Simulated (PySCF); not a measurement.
# Static response to an electric field

C₄H₉NSi₂.
Atom-mapped SMILES: `[N:1]#[C:2][C@@H:3]1[CH2:4][Si@H:5]1[CH2:6][SiH3:7]` (hydrogens: H8 on C3; H9, H10 on C4; H11 on Si5; H12, H13 on C6; H14, H15, H16 on Si7)

Cartesian coordinates in Å at the PBE0-D3(BJ)/def2-SVP level; atoms count from 1:
```xyz
16
C4H9NSi2 angstrom
N     -3.6101    1.4939   -0.9199
C     -2.6530    0.8882   -0.6672
C     -1.4685    0.1640   -0.3182
C     -1.4052   -0.5396    1.0657
Si    -0.2135    0.8669    0.9022
C      1.6043    0.5889    0.6013
Si     2.0589   -0.9817   -0.3409
H     -1.0593   -0.4157   -1.1553
H     -2.2899   -0.3987    1.6958
H     -1.0672   -1.5810    1.0419
H     -0.5952    2.1467    1.5462
H      2.1172    0.5695    1.5791
H      2.0072    1.4567    0.0507
H      1.5119   -2.1823    0.3607
H      1.4876   -0.9370   -1.7207
H      3.5432   -1.1112   -0.4364
```

Level: PBE0/def2-SVPD (PySCF), static field, nuclei fixed, core orbitals frozen in the response. The polarisability tensor in these axes (au):

```
x   128.43 -11.54   6.60
y   -11.54  96.31   1.67
z     6.60   1.67  89.52
```

Diagonalise the tensor; give its mean and Δα, where Δα² is half the sum of the squared differences of the eigenvalues.

Principal values 86.61, 94.73 and 132.92 au; mean 104.75 au = 15.52 Å³ = 17.27 × 10⁻⁴⁰ C²·m²/J; Δα = 42.84 au (41 % of the mean).

What is the dipole moment, and where does it point?

(5.08, -1.58, 1.95) D, 5.67 D in size, pointing from the negative to the positive side. Measured along this direction, the outermost atoms are N1 at the negative end and H16 at the positive end.

Orientational against electronic polarisability at 298 K (dilute gas, rigid molecules)?

In Gaussian units μ²/3kT = 260.32 Å³ against 15.52 Å³, a ratio of 16.77; the Debye molar polarisation (4π/3)N_A(α + μ²/3kT) is 695.8 cm³/mol, leaving out the vibrational part.

Directions of the eigenvectors, and the extent of the frame along each?

Largest value along (0.95, -0.29, 0.13), where the nuclei span 7.60 Å; middle along (0.19, 0.84, 0.51), 3.86 Å; least along (-0.26, -0.46, 0.85), 3.64 Å. The response follows the extents in order.

Find the Langevin capture rate constant for NH4+ (18.034 u) meeting this molecule (127.027 u), k = 2.342 × 10⁻⁹ cm³/s × √(α in Å³ / reduced mass in u).

The reduced mass is 15.79 u, so k = 2.32 × 10⁻⁹ cm³/s. The formula leaves out the permanent dipole, which adds to the capture rate.

Give the eigenvalues of the traceless quadrupole moment Θ = ½Σq(3rr − r²1), origin at the centre of nuclear charge.

-23.86, 11.03, 12.83 D·Å. The values depend on the origin, since the dipole doesn't vanish. The electronic extent ⟨r²⟩ about the same centre is 1462 bohr², a root-mean-square distance of 2.45 Å for the 68 electrons.

Rayleigh depolarisation ratio (linearly polarised light, static tensor)?

ρ = 3Δα²/(45ᾱ² + 4Δα²) = 5505.0/(493794 + 7340.0) = 0.011.

Isolated species at its PBE0-D3(BJ)/def2-SVP geometry (one conformer only).
